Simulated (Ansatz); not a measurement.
Stepwise reaction of `[SH][SnH2][SH]` with hydrogen sulfide, as a gas-phase model of exchange steps in deposition or etching. ΔE in kJ/mol; ΔG adds harmonic PBE0-D4 terms to CCSD(T)/CBS, at 1 bar.

Isolated molecules relaxed with PBE0-D4/def2-TZVP in Ansatz; ΔE leaves out vibrations. CCSD(T)/CBS adds triple-zeta CCSD(T) − MP2 to the extrapolated MP2 energy (def2 sets, frozen cores). This one scheme is used for every species. DFT in def2-TZVPP. B3LYP here is the variant with VWN-RPA as its local correlation; programs differ in this. def2 core potentials past Kr. For Sn outer-core shells are correlated without core-valence functions, which leaves a few kJ/mol of doubt a bond. One conformer a species, not always the lowest.

| step | reaction | PBE-D4 | B3LYP-D4 | ωB97M-V | CCSD(T)/CBS | ΔG(400 K) |
| --- | --- | --- | --- | --- | --- | --- |
| 1 | `[SH][SnH2][SH]` + H₂S → `[SH][SnH]([SH])[SH]` + H₂ | -52.8 | -48.8 | -44.5 | -51.4 | -39.6 |

Q: Give the row of step 2, `[SH][SnH]([SH])[SH]` + H₂S → `[SH][Sn]([SH])([SH])[SH]` + H₂. (Best estimate.)

A: Computed: 
```tsv
step	reaction	PBE-D4	B3LYP-D4	ωB97M-V	CCSD(T)/CBS	ΔG(400 K)
2	`[SH][SnH]([SH])[SH]` + H₂S → `[SH][Sn]([SH])([SH])[SH]` + H₂	-53.7	-51.5	-44.8	-51.0	-42.1
```

Q: By hand: ΔE of the 2 steps together at CCSD(T)/CBS.

A: (-51.4) + (-51.0) = -102.4 kJ/mol, or -51.2 kJ/mol a step.

In ΔE the steps differ by no more than 0.4 kJ/mol. All are downhill at CCSD(T)/CBS. ΔG lies between -42.1 and -39.6 kJ/mol a step. PBE-D4 differs from CCSD(T)/CBS by -2.7 to -1.4 kJ/mol a step. Isolated molecules leave out the surface, adducts and barriers. Largest T1 diagnostic: 0.012.
